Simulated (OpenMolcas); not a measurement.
## Cr3+, Mo3+, W3+: d³ down the group

```json
{
  "Program": "OpenMolcas 26.06",
  "Method": "SS-CASPT2, IPEA 0.25 Eh, imaginary shift 0.1 Eh",
  "Basis": "ANO-RCC-VTZP",
  "Scalar Hamiltonian": "DKH2, point nucleus",
  "Spin-orbit coupling": "state interaction with AMFI integrals over the reference wave functions, term energies averaged over their components"
}
```

Active space for each ion: 3 electrons in 10 orbitals (d d); closed shells correlated by CASPT2: Cr3+ 3s 3p; Mo3+ 4s 4p; W3+ 5s 5p.

Computed levels in cm-1 above ⁴F_3/2:

| Level | Cr3+ | Mo3+ | W3+ |
| --- | --- | --- | --- |
| ⁴F_5/2 | 248 | 763 | 3670 |
| ⁴F_7/2 | 587 | 1728 | 6990 |
| ⁴F_9/2 | 1009 | 2830 | 9650 |
| ⁴P_1/2 | 14770 | 10550 | 18770 |
| ⁴P_3/2 | 14880 | 10530 | 19570 |
| ⁴P_5/2 | 15180 | 11850 | 18160 |
| ²G_7/2 | 15520 | 11890 | 16060 |
| ²G_9/2 | 15890 | 12670 | 25490 |
| ²P_1/2 | 20090 | 14220 | 11760 |
| weight of ⁴F in the lowest level (%) | 100 | 99 | 87 |

Mixed levels, with the weight of the term that names them: W3+ ⁴F_9/2 (74 %), W3+ ⁴P_1/2 (50 %), W3+ ⁴P_3/2 (51 %), W3+ ²G_9/2 (50 %), W3+ ²P_1/2 (50 %).

Measured, with the error of the calculation in %. Measured levels: Cr3+ from Sugar and Corliss, J. Phys. Chem. Ref. Data 6, 317 (1977); Mo3+ from Sugar and Musgrove, J. Phys. Chem. Ref. Data 17, 155 (1988); W3+ from the list in J. Phys. B 45, 035001 (2012).

```tsv
Level	Cr3+	Mo3+	W3+
⁴F_5/2	236 (+5.3)	778 (-2.0)	3537 (+3.8)
⁴F_7/2	556 (+5.7)	1760 (-1.8)	6745 (+3.7)
⁴F_9/2	946 (+6.8)	2865 (-1.3)	9256 (+4.3)
⁴P_1/2	14059 (+5.0)	10338 (+2.1)	
⁴P_3/2	14177 (+5.0)	10331 (+1.9)	
⁴P_5/2	14471 (+4.9)	11612 (+2.0)	17190 (+5.7)
²G_7/2	15052 (+3.1)	11580 (+2.7)	15261 (+5.2)
²G_9/2	15402 (+3.2)	12311 (+2.9)	
²P_1/2	19519 (+2.9)	14348 (-0.9)
```

The fine-structure level ⁴F_9/2 changes by a factor of 9.56 from Cr3+ to W3+.

Without spin-orbit coupling ⁴P lies 14450, 9750, 9900 cm-1 above ⁴F in that order; the difference to the level ⁴P_1/2, of either sign, comes from spin-orbit coupling, which also lowers the zero.

Term energies are means over components that CASPT2 splits; among the terms shown or strongly mixed into the levels shown the widest spread is 560 cm-1 (3d³ ⁴F, Cr3+). Over all roots computed the reference weight is 0.90 to 0.96 in W3+; the roots of lowest weight are the least certain, and an intruder state may touch them. Active for correlation alone: 4d; no level in the range computed is led by a configuration that fills it, so any true level of that kind is missing (holds for Cr3+). Active for correlation alone: 5d; no level in the range computed is led by a configuration that fills it, so any true level of that kind is missing (holds for Mo3+). Active for correlation alone: 6d; no level in the range computed is led by a configuration that fills it, so any true level of that kind is missing (holds for W3+). Computed and measured levels are paired by configuration, term and J; levels that our copy of the source lacks, or whose pairing is in doubt (as where it misses far off the trend of its configuration), stay unpaired and out of the deviations. Levels of configurations outside the active space are missing.
